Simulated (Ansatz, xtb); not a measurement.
**Relaxing a trial structure of C2HOSi−**

The starting geometry of this gas-phase singlet was built from a drawn formula by distance geometry and a force field; its bonds are those of `[CH-]=C1O[Si]1`.

```yaml
atoms:
  - { symbol: C, position_ang: [-1.6493, -0.9706, -0.2830] }
  - { symbol: C, position_ang: [-1.8367, 0.3356, -0.3704] }
  - { symbol: O, position_ang: [-2.1906, 0.9557, 0.8149] }
  - { symbol: Si, position_ang: [-0.7257, 1.6248, 0.2948] }
  - { symbol: H, position_ang: [-1.4371, -2.0118, -0.1794] }
```

Q: Where would you expect an optimisation with r2SCAN-D4/def2-SVPD to take it?

A: A bond breaks, leaving `C#C[Si-]=O`. Contacts that open: C2–O3 (1.38 → 2.88 Å).

The energy falls by 3.98 eV over 15 steps:

| step | E − E(last) (eV) |
| --- | --- |
| 1 | 3.978 |
| 3 | 3.142 |
| 4 | 3.041 |
| 6 | 1.761 |
| 7 | 0.746 |
| 9 | 0.062 |
| 10 | 0.012 |
| 12 | 0.003 |
| 13 | 0.000 |
| 15 | 0.000 |

Final geometry (Å):

```xyz
5

C    -1.4379   -1.3979   -0.3844
C    -1.4842   -0.2117   -0.0461
O    -2.3483    2.2724    1.1188
Si   -1.1415    1.7069    0.2508
H    -1.4276   -2.4361   -0.6622
```

From the same start GFN2-xTB reaches the same bonding as this run.

No frequencies were run, so the end isn't proven a minimum. Run with Ansatz 0.2.0, 35 s on 1 thread of Arm Neoverse V2, with other jobs on the host.
